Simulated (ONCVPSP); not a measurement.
## What one change does to a pseudopotential (Mg (Z = 12), ONCV)

magnesium (Mg), optimised norm-conserving Vanderbilt (ONCV), made with ONCVPSP 4.0.1 (PW91, non-relativistic). Core [Ne], reference 3s2. Waves: 3s: rc 2.80 bohr, ncon 4, nbas 8, qcut 1.9 1/bohr, 2 projectors, debl 3.4 Ha; p scattering state at 0.46 Ha: rc 2.75 bohr, ncon 4, nbas 9, qcut 3.5 1/bohr, local. Local part: the p channel. Core correction: Teter function, fcfact 1.5, rcfact 1.05.

In the p channel the program set the typed energies aside and used 0.050 Ha.

All-electron outer shells of the reference configuration (PW91, non-relativistic, ld1.x):

| shell | level (eV) | outermost node (bohr) | outermost maximum (bohr) |
| --- | --- | --- | --- |
| 2p | -46.80 | – | 0.48 |
| 3s | -4.73 | 0.90 | 2.56 |

Change: s: rc 2.75, nproj 0; p: nproj 1; local potential the s channel.

Cutoffs: the cutoffs (Ha) at which the residual kinetic energy of the hardest occupied pseudo-wave falls to 1 and 0.1 mHa per electron; they do not see the model core or the augmentation charge, which bear on the density cutoff. Errors are all-electron minus pseudo energies relative to the spin-unpolarised reference configuration.

Task: Predict the effect on cutoff, ghosts and configuration errors.

Result: The potential gets neither clearly harder nor softer (4.6 Ha and 19 Ha → 5.1 Ha and 20 Ha); of the 3 tests that both files solve, the error grows in 0 and shrinks in 2 by more than 15 % and 0.3 meV (median size 3.5 → 1.9 meV); neither file shows a bound ghost.

| quantity | base | changed |
| --- | --- | --- |
| cutoff, loose | 4.6 Ha | 5.1 Ha |
| cutoff, tight | 19 Ha | 20 Ha |
| bound ghosts | none | none |
| GHOST(+) flags under 300 eV | none | none |
| tests with a reliable result | 3 of 4 | 3 of 4 |
| error for 3s1, meV [ΔE 7.98 eV] | -5.8 | +3.3 |
| error for 3s1.5, meV [ΔE 3.16 eV] | -1.3 | +1.1 |
| error for 3s1 3p1, meV [ΔE 3.48 eV] | -3.5 | +1.9 |
| p: phases at 2.80 bohr within 0.05 rad from the reference energy up to (Ha; the scan ends near 5) | 1.3 | 0.6 |
| rms error of d²Exc/dni dnj with the model core, mHa | 1.84 | 1.86 |

Base: The cutoffs count occupied waves only; projector 2 of the s channel, the hardest unoccupied one, needs 27 Ha at the loose tolerance.
